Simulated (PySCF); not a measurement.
GeH⁻: script and output

File input.py (PySCF 2.14):

```python
from pyscf import gto, dft, solvent

mol = gto.M(
    atom='Ge 0 0 0; H 0 0 1.659',
    basis='sbkjc',
    ecp={'Ge': 'sbkjc'},
    charge=-1,
    spin=2,
    symmetry=True,
    verbose=4,
)
mf = dft.UKS(mol, xc='scan')
mf = solvent.PCM(mf)
mf.with_solvent.eps = 32.6
mf.kernel()
mf.mulliken_pop()
mf.dip_moment()
print('orbital energies (hartree):', [e[max(0, n-3):n+3].round(4) for e, n in zip(mf.mo_energy, mol.nelec)])
```

```bash
$ OMP_NUM_THREADS=1 python input.py
```

Output (some set-up lines and the per-cycle HOMO/LUMO lines with their warnings removed):

```
PySCF version 2.14.0

[INPUT] verbose = 4
[INPUT] num. atoms = 2
[INPUT] num. electrons = 6
[INPUT] charge = -1
[INPUT] spin (= nelec alpha-beta = 2S) = 2
[INPUT] symmetry True subgroup None
[INPUT] Mole.unit = angstrom
[INPUT] Symbol           X                Y                Z      unit          X                Y                Z       unit  Magmom
[INPUT]  1 Ge     0.000000000000   0.000000000000   0.000000000000 AA    0.000000000000   0.000000000000   0.000000000000 Bohr   0.0
[INPUT]  2 H      0.000000000000   0.000000000000   1.659000000000 AA    0.000000000000   0.000000000000   3.135055640653 Bohr   0.0

nuclear repulsion = 1.2758944205425
point group symmetry = Coov
symmetry origin: [0.         0.         0.09500169]
symmetry axis x: [1. 0. 0.]
symmetry axis y: [0. 1. 0.]
symmetry axis z: [0. 0. 1.]
num. orbitals of irrep A1 = 6
num. orbitals of irrep E1x = 2
num. orbitals of irrep E1y = 2
number of shells = 6
number of NR pGTOs = 23
number of NR cGTOs = 10
basis = sbkjc
ecp = {'Ge': 'sbkjc'}

******** <class 'pyscf.solvent._attach_solvent.PCMSymAdaptedUKS'> ********
method = PCMSymAdaptedUKS
initial guess = minao
damping factor = 0
level_shift factor = 0
DIIS = <class 'pyscf.scf.diis.CDIIS'>
diis_start_cycle = 1
diis_space = 8
diis_damp = 0
SCF conv_tol = 1e-09
SCF conv_tol_grad = None
SCF max_cycles = 50
direct_scf = True
direct_scf_tol = 1e-13
number electrons alpha = 4  beta = 2
XC library pyscf.dft.libxc version 7.0.0
    S. Lehtola, C. Steigemann, M. J.T. Oliveira, and M. A.L. Marques.,  SoftwareX 7, 1–5 (2018)
XC functionals = scan
    J. Sun, A. Ruzsinszky, and J. P. Perdew.,  Phys. Rev. Lett. 115, 036402 (2015)
    J. Sun, A. Ruzsinszky, and J. P. Perdew.,  Phys. Rev. Lett. 115, 036402 (2015)
radial grids:
    Treutler-Ahlrichs [JCP 102, 346 (1995); DOI:10.1063/1.469408] (M4) radial grids

becke partition: Becke, JCP 88, 2547 (1988); DOI:10.1063/1.454033
pruning grids: <function nwchem_prune>
grids dens level: 3
symmetrized grids: True
atomic radii adjust function: <function treutler_atomic_radii_adjust>
small_rho_cutoff = 0
******** <class 'pyscf.solvent.pcm.PCM'> (In testing) ********

WARN: PCM is an experimental feature. It is still in testing.
Features and APIs may be changed in the future.

lebedev_order = 29 (302 grids per sphere)
eps = 32.6
frozen = False
Freeze 0 electrons in irreps []
    6 free electrons in irreps A1 E1x E1y
Set gradient conv threshold to 3.16228e-05
tot grids = 30448
PCM E_diel = -6.25507270636287e-05
Solvent Energy = -6.25507270636287e-05
init E= -4.14149901095945

PCM E_diel = -0.0937291475007261
Solvent Energy = -0.0937291475007261
cycle= 1 E= -4.4775854096154  delta_E= -0.336  |g|= 0.0802  |ddm|= 1.12
PCM E_diel = -0.0892458534616747
Solvent Energy = -0.0892458534616747
cycle= 2 E= -4.48680530492166  delta_E= -0.00922  |g|= 0.0299  |ddm|= 0.353
PCM E_diel = -0.090291966285344
Solvent Energy = -0.090291966285344
cycle= 3 E= -4.48792498797203  delta_E= -0.00112  |g|= 0.00314  |ddm|= 0.0819
PCM E_diel = -0.0902121995721785
Solvent Energy = -0.0902121995721785
cycle= 4 E= -4.48794941959032  delta_E= -2.44e-05  |g|= 0.0014  |ddm|= 0.0118
PCM E_diel = -0.0902376035907787
Solvent Energy = -0.0902376035907787
cycle= 5 E= -4.48795483455736  delta_E= -5.41e-06  |g|= 0.000597  |ddm|= 0.00577
PCM E_diel = -0.0902285584040226
Solvent Energy = -0.0902285584040226
cycle= 6 E= -4.48795585395874  delta_E= -1.02e-06  |g|= 0.000179  |ddm|= 0.00303
PCM E_diel = -0.0902300609191539
Solvent Energy = -0.0902300609191539
cycle= 7 E= -4.48795592521385  delta_E= -7.13e-08  |g|= 1.79e-05  |ddm|= 0.000838
PCM E_diel = -0.0902297985606597
Solvent Energy = -0.0902297985606597
cycle= 8 E= -4.48795592603901  delta_E= -8.25e-10  |g|= 1.79e-06  |ddm|= 9.89e-05
PCM E_diel = -0.0902298629060376
Solvent Energy = -0.0902298629060376
Extra cycle  E= -4.48795592604579  delta_E= -6.78e-12  |g|= 6.62e-07  |ddm|= 7.75e-06
converged SCF energy = -4.48795592604579  <S^2> = 2.0042327  2S+1 = 3.0028204
 ** Mulliken pop       alpha | beta **
pop of  0 Ge 4s        0.83408 | 0.82565
pop of  0 Ge 5s        0.14511 | 0.11387
pop of  0 Ge 4px       0.57740 | 0.00000
pop of  0 Ge 4py       0.57740 | 0.00000
pop of  0 Ge 4pz       0.34250 | 0.29532
pop of  0 Ge 5px       0.42260 | 0.00000
pop of  0 Ge 5py       0.42260 | 0.00000
pop of  0 Ge 5pz       0.12572 | 0.13055
pop of  1 H 1s        0.18829 | 0.20697
pop of  1 H 2s        0.36430 | 0.42763
In total             4.00000 | 2.00000
 ** Mulliken atomic charges   ( Nelec_alpha | Nelec_beta ) **
charge of  0Ge =     -0.81281  (     3.44741      1.36540 )
charge of  1H =     -0.18719  (     0.55259      0.63460 )

WARN: System has nonzero charge -1; the dipole moment is origin-dependent.
Location of origin: [0. 0. 0.]

Dipole moment(X, Y, Z, Debye):  0.00000,  0.00000,  0.12414
orbital energies (hartree): [array([-0.2076, -0.1238, -0.1238,  0.0758,  0.1693,  0.1693]), array([-0.3713, -0.1853, -0.037 , -0.037 ,  0.1132])]
```

In short: E(SCF) = -4.487956 Eh, 8 cycles, ⟨S²⟩ = 2.004.

Hardware: Arm Neoverse N1, 1 thread, shared host. Wall time 2.5 s.

The basis has no diffuse functions, which an anion needs. The bond length is a typed value, not an optimised one. The dipole of an ion depends on the origin. No search for the lowest solution was made.
